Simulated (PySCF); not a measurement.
Run record: geometry optimisation, `[Cl][GaH][Br]`.

Method: PBE0-D3(BJ)/def2-SVP geometry optimisation, gas phase (PySCF 2.14.0). Start geometry: GFN2-xTB. A driver script takes a list of jobs; this job's settings line and coordinates (Å) are shown.

Command:
```bash
OMP_NUM_THREADS=1 python probes_run.py task.json out
```

Input:
```
{"job": {"xc": "PBE0", "basis": "def2-SVP", "d3": "d3bj", "grid": 1, "shake": 0.01, "kind": "geom"}, "charge": 0, "multiplicity": 1}
Cl    -1.648580    -1.246120    -0.014130
Ga    -0.113540     0.145820    -0.008590
Br     2.017530    -0.618710    -0.001590
H     -0.217410     1.693640    -0.008700
```

Output:
```
step   0  E = -4958.51371026  max force = 0.019554
step   1  E = -4958.51593481  max force = 0.008891
step   2  E = -4958.51616136  max force = 0.004386
step   3  E = -4958.51604075  max force = 0.003479
step   4  E = -4958.51620573  max force = 0.001896
step   5  E = -4958.51624016  max force = 0.000298
step   6  E = -4958.51624521  max force = 0.000107
optimisation converged
```

Energies in Eh; «max force» is the largest Cartesian gradient component in Eh/bohr.

Task: At which steps does the energy rise by more than 1e-5 Eh?

Result: At step 3 (+0.12 mEh).

Task: Give the first gradient maximum in eV/Å.

Result: With 1 Eh/bohr = 51.422 eV/Å, 1.006 eV/Å.

Summary of the converged run: final energy -4958.51625 Eh after 6 steps; dipole 1.57 D.

The run took 21 s of wall time on an Arm Neoverse V2 with one thread, shared host with 32 logical CPUs at a one-minute load of 26, and the process peaked at 0.36 GiB of memory.
Labels such as C1 count atoms from 1, the log's own numbers from 0.
